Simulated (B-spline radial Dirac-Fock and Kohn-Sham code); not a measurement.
# L3 emission of Eu⁺

System: europium as Eu⁺, configuration [Xe] 4f7 6s1.

The run's input, task.json:

```json
{"items": [{
  "Z": 63,
  "q": 1,
  "cfg": [[1, 0, 2], [2, 0, 2], [2, 1, 6], [3, 0, 2], [3, 1, 6], [3, 2, 10], [4, 0, 2], [4, 1, 6], [4, 2, 10], [4, 3, 7], [5, 0, 2], [5, 1, 6], [6, 0, 1]],
  "A": 153,
  "rrms": 5.1115,
  "do": ["binding", "quiet", "decay"],
  "holes": ["K", "L1", "L2", "L3", "M1", "M2", "M3", "M4", "M5", "N1", "N2", "N3", "N4", "N5"]
}]}
```

Run with: `python xray_run.py task.json out`

Level of theory: independent-particle radiative and Coulomb Auger rates from relativistic LDA hole-state orbitals, with Dirac-Fock energies; a radial atomic solver.

| line | multipole | energy (eV) | rate (s⁻¹) | share (%) |
| --- | --- | --- | --- | --- |
| Lℓ | E1 | 5171.2 | 2.81e+13 | 3.22 |
| L3-M2 | E2 | 5360.3 | 2.30e+11 | 0.0264 |
| L3-M3 | E2 | 5493.1 | 2.11e+11 | 0.0242 |
| Lα2 | E1 | 5816.4 | 7.27e+13 | 8.34 |
| Lα1 | E1 | 5844.5 | 6.43e+14 | 73.8 |
| Lβ6 | E1 | 6604.9 | 6.62e+12 | 0.760 |
| Lβ15 | E1 | 6831.8 | 1.20e+13 | 1.37 |
| Lβ2 | E1 | 6837.0 | 1.07e+14 | 12.3 |
| Lβ7 | E1 | – | 1.14e+12 | 0.131 |

The listed lines hold 100.0 % of the radiative rate. A dash stands for an energy that rests on an unreliable hole state. The radiative width is 0.574 eV in the length form and 0.582 eV in the velocity form; the two differ because the transition energies are not eigenvalue differences of the potential that gave the orbitals.

Values without a named source are computed, but for edge energies of neutral atoms, which are taken from tables.
